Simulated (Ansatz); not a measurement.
Reaction (redistribution): `O[SiH2][SiH](O)S` + `B[SiH2]COC` → `CO[SiH](O)[SiH2]O` + `B[SiH2]CS`

Computed with Ansatz on PBE0-D4/def2-TZVP structures; ΔE is electronic, products minus reactants. CCSD(T)/CBS adds triple-zeta CCSD(T) − MP2 to the extrapolated MP2 energy (def2 sets, frozen cores). DFT in def2-TZVPP. One conformer a species, not always the lowest.

| level | ΔE (kJ/mol) |
| --- | --- |
| PBE-D4 | -50.2 |
| HF/CBS(def2) | -77.3 |

Problem. What does CCSD(T)/CBS give? (Best estimate.)

Solution. The calculation gave: -68.6 kJ/mol. The listed levels differ from it by 18.4, -8.7 kJ/mol.

Largest T1 diagnostic among the species: 0.012.

In def2-TZVPP, CCSD(T) changes the Hartree–Fock value by +8.2 kJ/mol (the triples alone add +2.3 kJ/mol) and MP2 by +4.5 kJ/mol. From PBE to PBE0 (25 % exact exchange), in def2-TZVPP and without D4, ΔE moves by −6.3 kJ/mol.
